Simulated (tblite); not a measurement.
Level: GFN2-xTB in tblite, geometry and Hessian alike; calculated harmonic values, unscaled, isolated species. Errors from tens to a few hundred cm⁻¹ against measured bands are possible. One conformer each. Thermal functions are those of the rigid rotor and harmonic oscillator, without mixing of conformers.

**Question.** Order these by their zero-point energy, highest first (kJ/mol).
A. `C#C[C@@H](CCl)CC#N`
B. `C=C(C)[P@@](=O)(CC)C(F)(F)F`
C. `CC[P@@]1(=O)CC[C@@H]1C(F)(F)F`
D. `[C@]1(F)(CCC21CCC2)C#N`

**Answer.** D (425.4), C (407.5), B (399.8), A (263.4).

```json
{"SMILES": "N#C[C@@]1(F)CCC12CCC2", "atoms": "20", "mass (u)": "139.08", "symmetry number": "1", "modes under 300 cm⁻¹": "6", "ZPE (kJ/mol)": "425.4", "S translation (J/(mol K))": "162.1", "S rotation": "117.4", "S vibration": "71.5", "S": "351.0", "Cp": "109.9"}
{"SMILES": "CC[P@@]1(=O)CC[C@@H]1C(F)(F)F", "atoms": "21", "mass (u)": "186.04", "symmetry number": "1", "modes under 300 cm⁻¹": "10", "ZPE (kJ/mol)": "407.5", "S translation (J/(mol K))": "165.7", "S rotation": "122.4", "S vibration": "103.3", "S": "391.5", "Cp": "143.5"}
{"SMILES": "C=C(C)[P@@](=O)(CC)C(F)(F)F", "atoms": "21", "mass (u)": "186.04", "symmetry number": "1", "modes under 300 cm⁻¹": "12", "ZPE (kJ/mol)": "399.8", "S translation (J/(mol K))": "165.7", "S rotation": "122.4", "S vibration": "135.2", "S": "423.4", "Cp": "162.6"}
{"SMILES": "C#C[C@@H](CCl)CC#N", "atoms": "14", "mass (u)": "127.02", "symmetry number": "1", "modes under 300 cm⁻¹": "6", "ZPE (kJ/mol)": "263.4", "S translation (J/(mol K))": "161.0", "S rotation": "117.3", "S vibration": "68.1", "S": "346.3", "Cp": "105.1"}
```

Entropies and Cp are for 200 K and 1 bar.
